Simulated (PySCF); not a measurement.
BF2 (SMILES F[B]F), doublet, geometry from GFN2-xTB; CCSD(T)/STO-3G (PySCF).

PySCF was given this input:
```python
from pyscf import gto, scf, cc

mol = gto.Mole()
mol.atom = '''
    B    -0.001407    0.560054    0.037735
    F     1.106201   -0.152890   -0.009046
    F    -1.105420   -0.158251   -0.011918
'''
mol.basis = 'sto-3g'
mol.charge = 0
mol.spin = 1
mol.verbose = 5
mol.cart = True
mol.build()

mf = scf.UHF(mol)
mf.kernel()

mycc = cc.CCSD(mf)
mycc.kernel()
et = mycc.ccsd_t()
print('E(CCSD(T)) = %.10f' % (mycc.e_tot + et))
mf.analyze()
```

It wrote (shortened):

```
PySCF version 2.14.0

[INPUT] verbose = 5
[INPUT] max_memory = 4000
[INPUT] num. atoms = 3
[INPUT] num. electrons = 23
[INPUT] charge = 0
[INPUT] spin (= nelec alpha-beta = 2S) = 1
[INPUT] symmetry False subgroup None
[INPUT] Mole.unit = angstrom
[INPUT] Cartesian GTO integrals (6d 10f)
[INPUT] Symbol           X                Y                Z      unit          X                Y                Z       unit  Magmom
[...]
[INPUT] ---------------- BASIS SET ----------------
[INPUT] l, kappa, [nprim/nctr], expnt,             c_1 c_2 ...
[INPUT] F
[...]
                                30.360812         0.53532814
                                8.2168207         0.44463454
[...]
                                1.5022812         0.39951283
                                0.4885885         0.70011547
[...]
                                1.5022812         0.60768372
                                0.4885885         0.39195739
[INPUT] B
[...]
                                8.8873622         0.53532814
                                2.405267          0.44463454
[...]
                                0.5198205         0.39951283
                                0.1690618         0.70011547
[...]
                                0.5198205         0.60768372
                                0.1690618         0.39195739

nuclear repulsion = 55.5143624114266
number of shells = 9
number of NR pGTOs = 45
number of NR cGTOs = 15
basis = sto-3g
ecp = {}

******** <class 'pyscf.scf.uhf.UHF'> ********
method = UHF
initial guess = minao
damping factor = 0
level_shift factor = 0
DIIS = <class 'pyscf.scf.diis.CDIIS'>
diis_start_cycle = 1
diis_space = 8
diis_damp = 0
SCF conv_tol = 1e-09
SCF conv_tol_grad = None
SCF max_cycles = 50
direct_scf = True
direct_scf_tol = 1e-13
number electrons alpha = 12  beta = 11
Set gradient conv threshold to 3.16228e-05
E1 = -415.84806312458306  E2 = 139.73773505910296  Ecoul = 163.53205501368035  Exc = -23.79431995457739
init E= -220.595965654053
cond(S) = 5.450331659367218

  alpha mo_energy =
[-26.34884077 -26.34808392  -7.38545286  -1.90332465  -1.75091123
  -0.86974361  -0.72106308  -0.69070746  -0.68617526  -0.61933691
  -0.59532138  -0.07524112   0.21495174   0.58165413   0.63113293]
  beta  mo_energy =
[-26.34884077 -26.34808392  -7.38545286  -1.90332465  -1.75091123
  -0.86974361  -0.72106308  -0.69070746  -0.68617526  -0.61933691
  -0.59532138  -0.07524112   0.21495174   0.58165413   0.63113293]
multiplicity <S^2> = 0.75  2S+1 = 2
E1 = -421.7369113617424  E2 = 145.8443413665043  Ecoul = 170.605907557769  Exc = -24.761566191264706
cycle= 1 E= -220.378207583811  delta_E= 0.218  |g|= 0.337  |ddm|= 1.61
  alpha mo_energy =
[-25.76881077 -25.76861281  -7.61782117  -1.4823585   -1.43476679
  -0.63716051  -0.54131379  -0.54070799  -0.505812    -0.39831486
  -0.38753081  -0.29263566   0.25724133   0.67926446   0.73462504]
  beta  mo_energy =
[-25.76365424 -25.76346996  -7.58294822  -1.45655806  -1.40938655
  -0.58846585  -0.49552752  -0.49072556  -0.45325426  -0.39130093
  -0.37845117   0.20610748   0.32030152   0.7717502    0.77909057]
multiplicity <S^2> = 0.75172812  2S+1 = 2.0017274
E1 = -420.0444003842757  E2 = 144.061487820915  Ecoul = 168.45513027553233  Exc = -24.39364245461732
cycle= 2 E= -220.468550151934  delta_E= -0.0903  |g|= 0.0952  |ddm|= 0.602
  alpha mo_energy =
[-25.966061   -25.96587427  -7.45322784  -1.54470385  -1.5042099
  -0.67559923  -0.6044847   -0.5885329   -0.56195443  -0.47697765
  -0.46966382  -0.28698878   0.30308269   0.71794384   0.74993838]
  beta  mo_energy =
[-25.96130837 -25.9611329   -7.42226082  -1.52162404  -1.48094997
  -0.64948375  -0.55278158  -0.54896995  -0.50882343  -0.46943393
  -0.46299939   0.26637897   0.3614841    0.7753549    0.80824598]
multiplicity <S^2> = 0.75284372  2S+1 = 2.0028417
E1 = -420.44719857742723  E2 = 144.4569360325653  Ecoul = 168.93831768935345  Exc = -24.48138165678816
cycle= 3 E= -220.475900133435  delta_E= -0.00735  |g|= 0.0276  |ddm|= 0.135
  alpha mo_energy =
[-25.95511577 -25.95493019  -7.4594479   -1.53812151  -1.49748613
  -0.66818301  -0.59736126  -0.58827617  -0.55797218  -0.47166056
  -0.46193332  -0.29544737   0.30586429   0.72390704   0.75926156]
  beta  mo_energy =
[-25.95160009 -25.95142043  -7.42789777  -1.52101837  -1.48028316
  -0.64686592  -0.55107898  -0.5509566   -0.50796862  -0.46697736
  -0.46084848   0.27592899   0.36373295   0.77773207   0.80784046]
multiplicity <S^2> = 0.75372396  2S+1 = 2.0037205
E1 = -420.44578436037546  E2 = 144.45427673809598  Ecoul = 168.93649981171347  Exc = -24.48222307361749
cycle= 4 E= -220.477145210853  delta_E= -0.00125  |g|= 0.00794  |ddm|= 0.0881
  alpha mo_energy =
[-25.95164919 -25.95146403  -7.46057845  -1.53481039  -1.49391223
  -0.66545969  -0.59332067  -0.58679957  -0.5547158   -0.46911839
  -0.45838741  -0.29421456   0.30392478   0.72342928   0.75764753]
  beta  mo_energy =
[-25.94877434 -25.94859418  -7.42809014  -1.52016298  -1.47969395
  -0.64514083  -0.55132476  -0.54952948  -0.50866328  -0.46643653
  -0.46024349   0.27526332   0.36382527   0.7784069    0.80640832]
multiplicity <S^2> = 0.75367706  2S+1 = 2.0036737
E1 = -420.4544040325251  E2 = 144.46276885500964  Ecoul = 168.94681303029793  Exc = -24.48404417528829
cycle= 5 E= -220.477272766089  delta_E= -0.000128  |g|= 0.00269  |ddm|= 0.0257
  alpha mo_energy =
[-25.95202773 -25.95184286  -7.46108642  -1.53436083  -1.49337549
  -0.66524835  -0.59285154  -0.58709819  -0.55509398  -0.46872185
  -0.45766002  -0.29524297   0.30406385   0.72374191   0.75943221]
  beta  mo_energy =
[-25.94946039 -25.94927976  -7.42794774  -1.52110724  -1.48065417
  -0.64592519  -0.55310752  -0.55034345  -0.50988489  -0.46722387
  -0.46080871   0.27627745   0.36475946   0.77850546   0.80696953]
multiplicity <S^2> = 0.75373549  2S+1 = 2.003732
E1 = -420.4559762775623  E2 = 144.46432595250334  Ecoul = 168.94843386894487  Exc = -24.48410791644153
[...]
converged SCF energy = -220.477288582996  <S^2> = 0.75383279  2S+1 = 2.0038291
E(UCCSD) = -220.5608275271026  E_corr = -0.08353894410613424
E(CCSD(T)) = -220.5687536914
Total Energy =                        -220.477288582996493
[...]
1  F 2py         0.25699  -0.56256   0.50275  -0.04221   0.33808
1  F 2pz         0.01674  -0.03760   0.03426   0.62651   0.02348
2  F 1s          0.00102   0.00043  -0.00007   0.00000  -0.00023
2  F 2s         -0.22365  -0.16187   0.01753  -0.00000  -0.04159
2  F 2px         0.50936   0.26899  -0.33850  -0.00071   0.61812
2  F 2py         0.25946   0.56388   0.50111  -0.04221  -0.33509
2  F 2pz         0.01806   0.03830   0.03338   0.62651  -0.02188
               #11       #12       #13       #14       #15
0  B 1s         -0.00000  -0.00889  -0.00000  -0.00000  -0.01032
0  B 2s          0.00000   0.53030   0.00000   0.00000   0.53816
0  B 2px        -0.00000  -0.00153  -0.00101   0.83413   0.00151
0  B 2py        -0.00000   0.61087  -0.05970   0.00202  -0.60275
0  B 2pz         0.00000   0.04116   0.88602   0.00108  -0.04061
1  F 1s          0.00000   0.00089  -0.00000   0.00355   0.00404
1  F 2s          0.00000  -0.01396  -0.00000  -0.20439  -0.21248
1  F 2px        -0.00080   0.01577   0.00037   0.21091   0.34764
1  F 2py        -0.04754  -0.41316   0.02186  -0.25603  -0.08133
1  F 2pz         0.70551  -0.02782  -0.32438  -0.01701  -0.00509
2  F 1s         -0.00000   0.00089   0.00000  -0.00355   0.00404
2  F 2s          0.00000  -0.01396   0.00000   0.20438  -0.21248
2  F 2px         0.00080  -0.01370   0.00037   0.20962  -0.34723
2  F 2py         0.04754  -0.41323   0.02186   0.25705  -0.08302
2  F 2pz        -0.70551  -0.02786  -0.32438   0.01756  -0.00599
 ** MO coefficients (expansion on meta-Lowdin AOs) for beta spin **
               #1        #2        #3        #4        #5
0  B 1s         -0.00021  -0.00000   0.99975  -0.00948  -0.00000
0  B 2s         -0.00473  -0.00000   0.02151   0.35201   0.00000
0  B 2px        -0.00001  -0.00452   0.00001   0.00057   0.36280
0  B 2py         0.00306  -0.00001  -0.00286  -0.22834   0.00088
0  B 2pz         0.00021  -0.00001  -0.00019  -0.01539   0.00047
1  F 1s          0.70668   0.70752   0.00022   0.00073   0.00034
1  F 2s          0.00089   0.00078   0.00052   0.63685   0.65703
1  F 2px        -0.00117  -0.00108  -0.00314  -0.07290  -0.04115
1  F 2py         0.00061   0.00081   0.00210   0.03024   0.02829
1  F 2pz         0.00004   0.00005   0.00014   0.00196   0.00186
2  F 1s          0.70751  -0.70668   0.00022   0.00073  -0.00034
2  F 2s          0.00089  -0.00078   0.00052   0.63685  -0.65703
2  F 2px         0.00117  -0.00107   0.00313   0.07275  -0.04101
2  F 2py         0.00062  -0.00081   0.00211   0.03060  -0.02849
2  F 2pz         0.00004  -0.00006   0.00015   0.00214  -0.00197
               #6        #7        #8        #9        #10
0  B 1s          0.01242  -0.00000  -0.00000  -0.00652  -0.00000
0  B 2s         -0.36361   0.00000   0.00000   0.25731   0.00000
0  B 2px        -0.00058  -0.42257  -0.00047  -0.00057  -0.00000
0  B 2py         0.23096  -0.00102  -0.02793   0.22744  -0.00000
0  B 2pz         0.01556  -0.00055   0.41446   0.01532   0.00000
1  F 1s         -0.00092  -0.00040   0.00000   0.00013   0.00000
1  F 2s          0.21485   0.16084  -0.00000  -0.04217   0.00000
1  F 2px         0.59169   0.35455  -0.00073   0.16251  -0.00080
1  F 2py        -0.10357  -0.50793  -0.04324   0.64096  -0.04754
1  F 2pz        -0.00631  -0.03382   0.64176   0.04337   0.70551
2  F 1s         -0.00092   0.00040  -0.00000   0.00013  -0.00000
2  F 2s          0.21485  -0.16084   0.00000  -0.04217  -0.00000
2  F 2px        -0.59116   0.35199  -0.00073  -0.16573   0.00080
2  F 2py        -0.10644   0.50965  -0.04324   0.64016   0.04754
2  F 2pz        -0.00784   0.03474   0.64176   0.04295  -0.70551
               #11       #12       #13       #14       #15
0  B 1s         -0.00000  -0.01087  -0.00000   0.00977   0.00000
0  B 2s          0.00000   0.65861  -0.00000  -0.49337  -0.00000
0  B 2px        -0.00169  -0.00162  -0.00103  -0.00163   0.83053
0  B 2py        -0.00000   0.64647  -0.06115   0.64832   0.00202
0  B 2pz        -0.00000   0.04356   0.90758   0.04368   0.00108
1  F 1s          0.00038   0.00116  -0.00000  -0.00396   0.00349
1  F 2s          0.01897  -0.04781   0.00000   0.21024  -0.20513
1  F 2px         0.57688   0.04716   0.00033  -0.34050   0.19954
1  F 2py         0.40751  -0.26139   0.01975   0.08334  -0.26996
1  F 2pz         0.02811  -0.01756  -0.29307   0.00523  -0.01796
2  F 1s         -0.00038   0.00116   0.00000  -0.00396  -0.00349
2  F 2s         -0.01897  -0.04781  -0.00000   0.21023   0.20513
2  F 2px         0.57892  -0.04584   0.00033   0.34008   0.19818
2  F 2py        -0.40471  -0.26161   0.01975   0.08499   0.27093
2  F 2pz        -0.02661  -0.01768  -0.29307   0.00611   0.01848

To work with the spin densities directly, `use mulliken_meta_spin()` only printing them here.

 ** Mulliken spin pop alpha/beta on meta-lowdin orthogonal AOs **
 ** Mulliken Spin Density (per AO)  **
spin_pop of  0  B 1s        0.00011
spin_pop of  0  B 2s        0.38757
spin_pop of  0  B 2px      -0.00599
spin_pop of  0  B 2py       0.47512
spin_pop of  0  B 2pz       0.04082
spin_pop of  1  F 1s        0.00000
spin_pop of  1  F 2s        0.00164
spin_pop of  1  F 2px      -0.00736
spin_pop of  1  F 2py       0.07589
spin_pop of  1  F 2pz      -0.01899
spin_pop of  2  F 1s        0.00000
spin_pop of  2  F 2s        0.00164
spin_pop of  2  F 2px      -0.00748
spin_pop of  2  F 2py       0.07601
spin_pop of  2  F 2pz      -0.01898
 ** Mulliken Spin Density (per atom)  **
spin density of  0 B =      0.89762
spin density of  1 F =      0.05119
spin density of  2 F =      0.05119
 ** Mulliken pop alpha/beta on meta-lowdin orthogonal AOs **
 ** Mulliken pop       alpha | beta **
[...]
In total            12.00000 | 11.00000
 ** Mulliken atomic charges   ( Nelec_alpha | Nelec_beta ) **
charge of  0B =      0.17574  (     2.86094      1.96332 )
charge of  1F =     -0.08787  (     4.56953      4.51834 )
charge of  2F =     -0.08787  (     4.56953      4.51834 )
Dipole moment(X, Y, Z, Debye): -0.00183,  0.72948,  0.04915
```
